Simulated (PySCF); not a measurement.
# Excitation energy of Re by level of theory

Re [Xe] 4f14 5d5 6s2 (6S) → Re [Xe] 4f14 5d5 6s1 6p1 (8P), as a difference of total energies. Calculation: PySCF 2.14, in x2c-TZVPPall; the spin-free X2C one-electron Hamiltonian (Gaussian nucleus). The calculations carry no spin-orbit coupling.

```csv
method,excitation energy (eV)
UHF,1.081
BLYP,3.347
wB97X,3.649
wB97X-V,2.818
```

The basis was made for the ground configuration and has no added diffuse functions, so the excitation energy can come out too high.
